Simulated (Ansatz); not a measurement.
Reaction (homolysis of the Ge–Si bond): `C[SiH](C)[GeH3]` → `[GeH3]`• + `C[SiH]C`•

Calculated with Ansatz (gas phase, PBE0-D4/def2-TZVP geometries, no zero-point term in ΔE). CCSD(T)/CBS is the MP2 limit (def2-TZVPP, def2-QZVPP) plus CCSD(T) − MP2 in def2-TZVPP, frozen cores. DFT in def2-TZVPP. B3LYP here is the variant with VWN-RPA as its local correlation; programs differ in this. No spin–orbit coupling; open shells (•) take unrestricted orbitals. For Ge outer-core shells are correlated without core-valence functions, which leaves a few kJ/mol of doubt a bond. Scalar relativity is left out up to krypton.

(1) What is ΔE at CCSD(T)/CBS? (Best estimate.)

(2) What do these levels give: PBE-D4, ωB97X-V, r2SCAN, PBE0, B3LYP, MP2/def2-TZVPP, SCS-MP2/def2-TZVPP, CCSD/def2-TZVPP, CCSD(T)/def2-TZVPP, HF/def2-QZVPP, MP2/def2-QZVPP, MP2/CBS(def2)? (Best estimate.)

Largest T1 diagnostic among the species: 0.012.

Answers

(1) The calculation gave: +333.8 kJ/mol.

(2) Ansatz gave: PBE-D4 313.7, ωB97X-V 332.0, r2SCAN 302.1, PBE0 307.5, B3LYP 296.1, MP2/def2-TZVPP 325.5, SCS-MP2/def2-TZVPP 324.1, CCSD/def2-TZVPP 314.5, CCSD(T)/def2-TZVPP 321.7, HF/def2-QZVPP 225.3, MP2/def2-QZVPP 331.8, MP2/CBS(def2) 337.5 kJ/mol.

The D4 term adds +14.3 kJ/mol with B3LYP and +8.2 kJ/mol with PBE0; it sums over pairs of atoms, weighted by their polarisabilities, and B3LYP, whose exchange is more repulsive, gets the larger term. In def2-TZVPP, CCSD(T) changes the Hartree–Fock value by +94.5 kJ/mol (the triples alone add +7.3 kJ/mol) and MP2 by +98.3 kJ/mol; breaking electron pairs costs correlation energy, which Hartree–Fock lacks.
